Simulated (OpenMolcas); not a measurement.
**What dynamic correlation does to the levels of Bi**

- Program: OpenMolcas
- Basis: ANO-R2 [8s7p5d3f1g]
- Scalar Hamiltonian: X2C, finite nucleus
- Active space: 5 electrons in 8 orbitals (6s 6p 7s 7p)
- State averaging: 2S+1 = 4 odd, 1 root; 2S+1 = 2 odd, 8 roots; 2S+1 = 4 even, 3 roots; 2S+1 = 2 even, 8 roots
- Spin-orbit coupling: state interaction with AMFI integrals over the reference wave functions, term energies averaged over their components

Methods on the same reference wave functions:
A. CASSCF
B. SS-CASPT2, IPEA 0.25 Eh, imaginary shift 0.1 Eh (closed shells correlated: 5d)

Energies in eV above 6s² 6p³ ⁴S°_3/2, the measured ground level; measured values from NIST Handbook of Basic Atomic Spectroscopic Data.

| Level | A | B | Measured |
| --- | --- | --- | --- |
| 6s² 6p³ ⁴S°_3/2 [74 %] | 0.0000 | 0.0000 | 0.0000 |
| 6s² 6p³ ²D°_3/2 [65 %] | 1.4708 | 1.378 | 1.4158 |
| 6s² 6p³ ²D°_5/2 | 2.0815 | 1.928 | 1.9140 |
| 6s² 6p³ ²P°_1/2 | 2.7581 | 2.827 | 2.6856 |
| 6s² 6p³ ²P°_3/2 [65 %] | 3.8655 | 3.871 | 4.1119 |

Deviations, from unrounded energies. A percentage is the sum of absolute deviations over the sum of measured energies, with the sign that they share, or ± where signs differ.

| Against measurement | Levels | A | B |
| --- | --- | --- | --- |
| mean absolute deviation (cm-1) | 4 | 1100 | 880 |
| other terms of the ground configuration (%) | 4 | ±5.3 | ±4.3 |

B lies closest to measurement on these levels. The largest miss of B in the table is 6s² 6p³ ²P°_3/2 [65 %], by -1900 cm-1. The ranking rests on the paired levels alone, and a cruder setting can come out closer through cancelling errors.

From A to B the spin-free energies of the other terms of 6s² 6p³ shown, above ⁴S°, scale by factors of 0.90 to 1.03.

The lowest spin-free term lies below A's lowest term by 0.471 hartree in B.

CASPT2 does not keep the components of a term degenerate, so their means are used; among the terms shown or strongly mixed into the levels shown the widest spread is 92 cm-1 (6s² 6p³ ²D°, B). The run also gave levels led by 6s² 6p² 7s, which use shells meant for correlation; these and all levels above them are left out. Spin-orbit splittings of 6p shells tend to come out small when the coupling is added on scalar orbitals. Measured partners are found by configuration, term and J. A level has none where our copy of the source lacks it or the pairing is in doubt (some pairs that miss far off the trend of their configuration count as doubtful), and it then counts in no deviation. Levels of configurations outside the active space are missing. Levels that lie high or do not pair safely by name in every column are left out.

A share in square brackets marks a mixed level and gives the weight of the term that names it, the lowest over the columns. ° marks odd parity.
